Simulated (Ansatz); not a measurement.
Species: GaH, charge 0, singlet. GaH (SMILES [GaH]).
B3LYP-D3(BJ)/def2-TZVP minimum from Ansatz (a first-principles code):
```xyz
2

Ga     0.0000     0.0000    -0.0528
H      0.0000     0.0000     1.6363
```
Charge 0, spin multiplicity 1.

Total energies in cc-pV5Z, 4 correlated electrons, 14 frozen orbitals. Radicals and triplets start from unrestricted determinants; spin-orbit coupling is neglected. Cores are frozen in correlated methods (noble-gas shells, and filled d and f shells in the p block). No relativity.

| method | program | energy (Eh) | error against FCI (mEh) |
|---|---|---|---|
| HF | Ansatz | -1923.84045 | 83.23 |
| MP2 | Ansatz | -1923.90543 | 18.26 |
| CCSD | Ansatz | -1923.92188 | 1.81 |
| CCSD(T) | Ansatz | -1923.92334 | 0.34 |
| CCSDT(Q) | Ansatz | -1923.92367 | 0.01 |
| FCI | Ansatz | -1923.92368 | 0.00 |

Rough core times of Ansatz's runs on a shared machine: CCSD(T) under 20 s, CCSDT(Q) 2 min, FCI 9 min.
